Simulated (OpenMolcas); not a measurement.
# Pd4+: moving or changing the point charges

Pd4+ among 6 point charges of -1 e arranged as a trigonal antiprism (D3d), 2.01 Å from the ion, with a polar angle of 56.4° against the regular 54.74°.

```yaml
Program: OpenMolcas 26.06
Method: CASSCF
Basis: ANO-RCC-VDZP [6s5p3d1f]
Scalar_Hamiltonian: DKH2, point nucleus
Active_space: 6 electrons in 5 orbitals (4d)
State_averaging: 2S+1 = 5 even, 5 roots; 2S+1 = 3 even, 45 roots; 2S+1 = 1 even, 50 roots
Spin-orbit_coupling: state interaction with AMFI integrals over the reference wave functions
```

Runs around this geometry, states (labels of D3, the rotations of D3d). Energies in cm-1 above the lowest state or level, χT in cm3 K/mol.

| R (Å) | q (e) | Polar angle / regular | Ground state | First state of that spin | First gap with spin-orbit (degeneracies) | χT at 300 K | First state of another spin |
| --- | --- | --- | --- | --- | --- | --- | --- |
| 2.01 | -0.8 | 1.03 | 5A1 | 5E 474.2 | 90.5 (1, 2) | 4.929 | 3A2 20514 |
| 1.93 | -1 | 1.03 | 5A1 | 5E 667.3 | 106.5 (1, 2) | 4.690 | 3A2 19781 |
| 2.01 | -1 | 1.03 | 5A1 | 5E 595.7 | 100.8 (1, 2) | 4.799 | 3A2 20200 |
| 2.21 | -1 | 1.03 | 5A1 | 5E 454.3 | 84.9 (1, 2) | 5.057 | 3E 20800 |
| 2.01 | -1 | 1.11 | 5A1 | 5E 1594 | 125.7 (1, 2) | 4.729 | 3A2 20953 |

Taking the first state of the same spin as R^-n, n = -ln(454.3 / 667.3) / ln(2.21 / 1.93) = 2.8 between the shortest and longest distance.

Scaling the charges by -0.8 / -1 = 0.80 scales the first state of the same spin by 474.2 / 595.7 = 0.80; with fixed orbitals a first-order splitting would follow the charge.

Without dynamic correlation the repulsion within the d shell is too large (B by tens of per cent), so at a given field states of lower spin stand too high. Point charges give a weaker field than real ligands, and real ions of this kind are as a rule low spin; the high spin found here belongs to the model. Spin-orbit coupling mixes the spin-free states strongly: the lowest level takes only 56 % from its leading state, 5A1 (figures for R = 2.01, q = -0.8, ratio = 1.03; the like holds for R = 1.93, q = -1, ratio = 1.03, R = 2.01, q = -1, ratio = 1.03, R = 2.21, q = -1, ratio = 1.03). The ground term spreads over less than 5000 cm-1, several times less than with real ligands, so orbital moments are less quenched and χT lies further from the spin-only value than at real sites (holds for R = 2.01, q = -0.8, ratio = 1.03; R = 1.93, q = -1, ratio = 1.03; R = 2.01, q = -1, ratio = 1.03; R = 2.21, q = -1, ratio = 1.03). This is an electrostatic model: the charges have no orbitals. No measured value stands beside these numbers.
